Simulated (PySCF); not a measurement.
Cards and structures have been mixed up. Pair them.

Structures:
1. `C=CC(=C)C(=C)C(N)=O`
2. `C=C[Si]([SiH3])([SiH3])C=C`
3. `O=C(Cl)C(F)(F)C(F)(F)C(F)(F)F`
4. `Sc1cnoc1`

Card P (geometry PBE0-D3(BJ)/def2-SVP):
* Rotational constants A, B, C: 2.745, 1.176, 0.986 GHz
* Static isotropic polarisability (CAM-B3LYP/def2-SVPD): 98.4 au
* Lowest singlet excitation (TDDFT CAM-B3LYP/def2-SVPD): 4.93 eV (251 nm, f = 0.076)
* HOMO energy (CAM-B3LYP/def2-SVPD): -7.86 eV
* Strongest line among the 6 lowest singlet transitions (TDDFT CAM-B3LYP/def2-SVPD): S3 at 5.53 eV (224 nm, f = 0.343)
* Dipole moment (CAM-B3LYP/def2-SVPD): 3.62 D
* Point group: C1

Card Q (geometry PBE0-D3(BJ)/def2-SVP):
- Rotational constants A, B, C: 9.493, 2.026, 1.670 GHz
- Static isotropic polarisability (CAM-B3LYP/def2-SVPD): 62.6 au
- Dipole moment (CAM-B3LYP/def2-SVPD): 2.33 D
- 13C chemical shifts (computed TMS as zero) by class (GIAO HF/pcSseg-2): 168.6 (1 C), 165.8 (1 C), 113.4 (1 C) ppm
- Point group: Cs

Card R (geometry PBE0-D3(BJ)/def2-SVP):
- Rotational constants A, B, C: 1.161, 1.101, 0.961 GHz
- Static isotropic polarisability (CAM-B3LYP/def2-SVPD): 139.6 au
- HOMO energy (CAM-B3LYP/def2-SVPD): -8.41 eV
- Point group: C1
- Lowest triplet excitation (Tamm–Dancoff) (TDA CAM-B3LYP/def2-SVPD): 4.09 eV
- 13C chemical shifts (computed TMS as zero) by class (GIAO PBE0/pcSseg-1): 146.0 (2 C), 141.1 (2 C) ppm

Card S (geometry PBE0-D3(BJ)/def2-SVP):
- Rotational constants A, B, C: 1.039, 0.592, 0.566 GHz
- Static isotropic polarisability (CAM-B3LYP/def2-SVPD): 69.2 au
- HOMO energy (CAM-B3LYP/def2-SVPD): -11.14 eV
- 13C chemical shifts (computed TMS as zero) by class (GIAO PBE0/pcSseg-1): 173.7 (1 C), 122.9 (1 C), 111.4 (1 C), 111.4 (1 C) ppm
- Lowest triplet excitation (Tamm–Dancoff) (TDA CAM-B3LYP/def2-SVPD): 4.28 eV

All species are isolated and taken at one optimised geometry, non-relativistic unless stated. Electronic properties by PySCF. NMR classes are plain means over equivalent atoms (diastereotopic ones count apart unless rotation or inversion swaps them), as if these changed places fast.

Task: Which card belongs to which structure?

Result: P = 1, Q = 4, R = 2, S = 3. What ties each card to its structure:
- 1 (card P), C7H9NO, monoisotopic mass 123.1 u, 9 heavy atoms: an asymmetric top with C = 0.986 GHz; polarisability 98.4 au for 66 electrons; dipole 3.62 D.
- 2 (card R), C4H12Si3, monoisotopic mass 144.0 u, 7 heavy atoms: 4 C in 2 classes; the least shielded carbon (146.0 ppm) is a carbon bonded to C and 2 H; an asymmetric top with C = 0.961 GHz; polarisability 139.6 au for 78 electrons, the largest shown.
- 3 (card S), C4ClF7O, monoisotopic mass 232.0 u, 13 heavy atoms: 4 C in 4 classes; the least shielded carbon (173.7 ppm) is an acyl halide carbon; an asymmetric top with C = 0.566 GHz, the lowest such constant on the cards; polarisability 69.2 au for 112 electrons.
- 4 (card Q), C3H3NOS, monoisotopic mass 101.0 u, 6 heavy atoms: 3 C in 3 classes; point group Cs; the least shielded carbon (168.6 ppm) is an aromatic CH next to a ring oxygen; an asymmetric top with C = 1.670 GHz, the highest such constant on the cards; polarisability 62.6 au for 52 electrons, the smallest shown; dipole 2.33 D.
